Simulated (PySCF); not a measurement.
**Working out the ionisation energy of Xe**

Xe [Xe] (1S) → Xe⁺ [Kr] 4d10 5s2 5p5 (2P). All numbers are calculated (PySCF 2.14, the spin-free X2C one-electron Hamiltonian (Gaussian nucleus), in aug-cc-pVQZ-DK3 (9s8p6d3f2g, 102 functions)). Frozen: [Kr] 4d10. Energies in hartree (1 hartree = 27.21139 eV):

```csv
part,Xe (lower),Xe⁺ (upper)
UHF,-7443.165961,-7442.744997
MP2 opposite-spin,-0.130007,-0.105328
MP2 same-spin,-0.037803,-0.027474
```

Task: What does Hartree-Fock give?

Result: (-7442.744997) − (-7443.165961) = 0.420964 hartree = 11.455 eV.

Task: What do MP2 and SCS-MP2 (6/5 opposite-spin, 1/3 same-spin) give?

Result: The opposite-spin parts differ by 0.672 eV and the same-spin parts by 0.281 eV. MP2: 11.455 + (0.672) + (0.281) = 12.408 eV. SCS-MP2: 11.455 + 1.2 × (0.672) + (0.281)/3 = 12.355 eV.

Measured between the centres of the two terms (NIST): 12.565 eV, so MP2 (valence) is off by -0.157 eV.

What remains against the reference includes basis incompleteness, the frozen core and correlation beyond second order.
